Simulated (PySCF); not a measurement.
## Calculated data, GeH4N

Computed with PySCF 2.14.0. Calculation on a computer-drawn molecule: optimised geometry and harmonic frequencies of an isolated molecule of the commonest isotopes, restricted reference for singlets and unrestricted otherwise, frozen core in MP2; on germanium a core potential holds 10 electrons, which the energies leave out, and 3d is frozen in MP2 and coupled-cluster steps.

```yaml
- formula: GeH4N
  start_structure:
    atoms_angstrom:
      - ["N", 0.3208, -1.1306, 0.3766]
      - [Ge, 0.835, 0.7337, 0.388]
      - [H, -0.1887, -1.3034, -0.5935]
      - [H, -0.4318, -1.2346, 1.0633]
      - [H, 1.1975, 0.861, -1.5669]
      - [H, -1.0962, 1.5021, 0.2951]
  given:
    charge: -1
    multiplicity: 1
    method: HF
    basis: aug-cc-pVDZ
    basis_and_core_potential_on_germanium: "aug-cc-pVDZ-PP ECP10MDF"
    drawn_bonds_atom: [1, 1, 1, 2, 2]
    drawn_bonds_other_atom: [2, 3, 4, 5, 6]
    drawn_bonds_order: [1, 1, 1, 1, 1]
  results:
    optimised_atom_element: ["N", Ge, H, H, H, H]
    "optimised_atom_x [angstrom]": [0.2272, 0.6501, -0.5248, -0.06824, 1.169, -0.817]
    "optimised_atom_y [angstrom]": [-1.093, 0.8273, -1.304, -1.422, 0.9682, 1.452]
    "optimised_atom_z [angstrom]": [0.209, 0.3063, -0.4248, 1.112, -1.211, -0.02876]
    "modes_frequency [cm^-1]": [236.9, 519.4, 612.3, 694.5, 781.1, 949.4, 955.3, 1671, 1708, 1804, 3682, 3764]
    "modes_reduced_mass [dalton]": [1.037, 7.419, 1.04, 1.039, 1.177, 1.128, 1.023, 1.092, 1.021, 1.019, 1.05, 1.092]
    "rotational_constants [GHz]": [74.34, 8.768, 8.696]
    "total_energy [hartree]": -350.1481
    "convergence_status_largest_gradient_component [hartree/bohr]": 1.788e-05
```
